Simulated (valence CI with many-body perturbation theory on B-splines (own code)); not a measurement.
## Hg X: E2, M1 decay

Level of theory: valence CI with perturbative core correlation (CI+MBPT): three valence electrons over a frozen Dirac-Fock core [Xe] 4f14, a basis of 7 s, 7 p, 8 d, 6 f, 4 g, 1 h functions for each j, with the one-electron correlation potential Σ1, the two-electron term Σ2, the three-electron term Σ3, Breit, model QED; selected CI, second order for the rest, scaled by the run's own slope (own B-spline code, finite nucleus).

No measured spectrum was set against this ion. As an estimate, terms of the open shell hold to 2 to 4 % of their energy, and close levels can change places. Excitations out of the core, of the other parity, are not computed and may begin above about 45.4 eV (a cautious bound); beyond it only levels of the ground parity were kept, without lifetimes.

Lines 51 to 100 of 120 in falling wavelength, among levels below 45.418 eV, chosen from the decays that carry over 1 % of a level's rate. Wavelengths and rates use the calculated energies, so an error of 2000 cm⁻¹ moves a line at 229.0 nm by 4.6 % and its rate by three times that or more. Electric multipoles are in the length gauge, E1 and E2 with the static RPA response of the core. Weak lines are less certain than strong ones. Lines between different terms over intervals too small for the method are left out, as are lines whose strength nearly cancels.

Levels are named by their leading jj configuration (3d3/2^4 stands for four electrons in 3d with j = 3/2), which in mixed levels can hold well under half, so a name can repeat and another be missing. Letters in brackets count levels of one name in rising energy.

```
λ vac (nm)                       Upper                      Lower  Type   A (s⁻¹)  Branch %
     229.0   (5d3/2^2 5d5/2) J=5/2 [b]            (5d3/2^3) J=3/2    M1  8.45e+00       9.7
     224.9   (5d3/2 5d5/2^2) J=3/2 [b]  (5d3/2 5d5/2^2) J=3/2 [a]    M1  8.94e+01      16.1
     219.2   (5d3/2 5d5/2^2) J=5/2 [a]  (5d3/2^2 5d5/2) J=5/2 [a]    M1  3.03e+01      13.6
     217.4             (5d5/2^3) J=9/2      (5d3/2^2 5d5/2) J=7/2    M1  2.36e+01       5.1
     204.0   (5d3/2 5d5/2^2) J=5/2 [b]  (5d3/2^2 5d5/2) J=5/2 [a]    M1  2.40e+00       1.4
     202.3             (5d5/2^3) J=5/2  (5d3/2 5d5/2^2) J=3/2 [a]    M1  2.57e+02      26.7
     199.4             (5d5/2^3) J=3/2      (5d3/2^2 5d5/2) J=3/2    M1  3.31e+01       6.6
     197.5   (5d3/2 5d5/2^2) J=3/2 [a]            (5d3/2^3) J=3/2    M1  3.77e+01       7.2
     194.5   (5d3/2 5d5/2^2) J=3/2 [b]  (5d3/2^2 5d5/2) J=5/2 [b]    M1  1.41e+01       2.5
     192.0   (5d3/2 5d5/2^2) J=7/2 [b]  (5d3/2^2 5d5/2) J=5/2 [a]    M1  1.74e+01      11.7
     189.2   (5d3/2 5d5/2^2) J=3/2 [b]  (5d3/2 5d5/2^2) J=7/2 [a]    E2  1.68e+01       3.0
     188.8       (5d3/2 5d5/2^2) J=1/2            (5d3/2^3) J=3/2    M1  6.33e+00       2.3
     177.3             (5d5/2^3) J=5/2  (5d3/2^2 5d5/2) J=5/2 [b]    M1  1.49e+02      15.5
     173.0             (5d5/2^3) J=5/2  (5d3/2 5d5/2^2) J=7/2 [a]    M1  1.07e+02      11.1
     167.5             (5d5/2^3) J=3/2  (5d3/2^2 5d5/2) J=5/2 [a]    M1  9.22e+01      18.3
     165.5   (5d3/2 5d5/2^2) J=5/2 [a]            (5d3/2^3) J=3/2    M1  9.19e+00       4.1
     156.7   (5d3/2 5d5/2^2) J=5/2 [b]            (5d3/2^3) J=3/2    M1  2.55e+01      15.2
     156.7   (5d3/2 5d5/2^2) J=5/2 [b]            (5d3/2^3) J=3/2    E2  3.21e+00       1.9
     150.3   (5d3/2 5d5/2^2) J=3/2 [b]      (5d3/2^2 5d5/2) J=1/2    M1  1.73e+01       3.1
     141.3   (5d3/2 5d5/2^2) J=3/2 [b]      (5d3/2^2 5d5/2) J=3/2    M1  4.56e+01       8.2
     141.3   (5d3/2 5d5/2^2) J=3/2 [b]      (5d3/2^2 5d5/2) J=3/2    E2  6.04e+00       1.1
     139.8   (5d3/2 5d5/2^2) J=3/2 [b]      (5d3/2^2 5d5/2) J=7/2    E2  1.08e+01       1.9
     137.0             (5d5/2^3) J=5/2      (5d3/2^2 5d5/2) J=9/2    E2  1.05e+01       1.1
     134.3             (5d5/2^3) J=3/2            (5d3/2^3) J=3/2    M1  9.65e+00       1.9
     130.7             (5d5/2^3) J=5/2      (5d3/2^2 5d5/2) J=7/2    M1  3.09e+01       3.2
     124.5   (5d3/2 5d5/2^2) J=3/2 [b]  (5d3/2^2 5d5/2) J=5/2 [a]    M1  4.43e+01       8.0
     44.23          (5d3/2^2 6s) J=5/2      (5d3/2 5d5/2^2) J=9/2    E2  3.82e+03       1.7
     44.18          (5d3/2^2 6s) J=1/2  (5d3/2 5d5/2^2) J=5/2 [b]    E2  3.57e+03       1.4
     43.66  (5d3/2 5d5/2 6s) J=5/2 [a]  (5d3/2 5d5/2^2) J=5/2 [b]    E2  5.41e+03       2.0
     43.53          (5d3/2^2 6s) J=1/2  (5d3/2 5d5/2^2) J=5/2 [a]    E2  9.83e+03       3.9
     43.08  (5d3/2 5d5/2 6s) J=7/2 [a]     (5d3/2 5d5/2^2) J=11/2    E2  7.45e+03       3.5
     42.96      (5d3/2 5d5/2 6s) J=9/2  (5d3/2 5d5/2^2) J=7/2 [b]    E2  4.58e+03       2.1
     42.11  (5d3/2 5d5/2 6s) J=7/2 [a]  (5d3/2 5d5/2^2) J=3/2 [a]    E2  4.25e+03       2.0
     42.02          (5d3/2^2 6s) J=3/2      (5d3/2^2 5d5/2) J=1/2    E2  1.85e+04      10.1
     41.80      (5d3/2 5d5/2 6s) J=9/2  (5d3/2 5d5/2^2) J=5/2 [a]    E2  3.07e+03       1.4
     41.69  (5d3/2 5d5/2 6s) J=5/2 [a]      (5d3/2 5d5/2^2) J=1/2    E2  8.17e+03       3.1
     41.30          (5d3/2^2 6s) J=5/2      (5d3/2^2 5d5/2) J=1/2    E2  2.65e+03       1.2
     41.29          (5d3/2^2 6s) J=3/2      (5d3/2^2 5d5/2) J=3/2    E2  2.53e+04      13.8
     41.28  (5d3/2 5d5/2 6s) J=5/2 [a]  (5d3/2 5d5/2^2) J=3/2 [a]    E2  3.29e+04      12.3
     41.15          (5d3/2^2 6s) J=3/2      (5d3/2^2 5d5/2) J=7/2    E2  1.75e+04       9.5
     41.07  (5d3/2 5d5/2 6s) J=7/2 [a]      (5d3/2 5d5/2^2) J=9/2    E2  2.33e+04      11.0
     41.04          (5d3/2^2 6s) J=5/2      (5d3/2^2 5d5/2) J=9/2    E2  4.92e+04      21.6
     41.04      (5d3/2 5d5/2 6s) J=9/2     (5d3/2 5d5/2^2) J=11/2    E2  2.47e+04      11.1
     40.91  (5d3/2 5d5/2 6s) J=7/2 [a]  (5d3/2^2 5d5/2) J=5/2 [b]    E2  7.97e+03       3.8
     40.68  (5d3/2 5d5/2 6s) J=7/2 [a]  (5d3/2 5d5/2^2) J=7/2 [a]    E2  1.56e+04       7.4
     40.59          (5d3/2^2 6s) J=5/2      (5d3/2^2 5d5/2) J=3/2    E2  1.35e+04       5.9
     40.57          (5d3/2^2 6s) J=1/2  (5d3/2^2 5d5/2) J=5/2 [b]    E2  8.32e+04      33.4
     40.46          (5d3/2^2 6s) J=5/2      (5d3/2^2 5d5/2) J=7/2    E2  4.64e+04      20.4
     40.28  (5d3/2 5d5/2 6s) J=5/2 [a]      (5d3/2 5d5/2^2) J=9/2    E2  3.12e+04      11.7
     40.13  (5d3/2 5d5/2 6s) J=5/2 [a]  (5d3/2^2 5d5/2) J=5/2 [b]    E2  3.20e+03       1.2
```
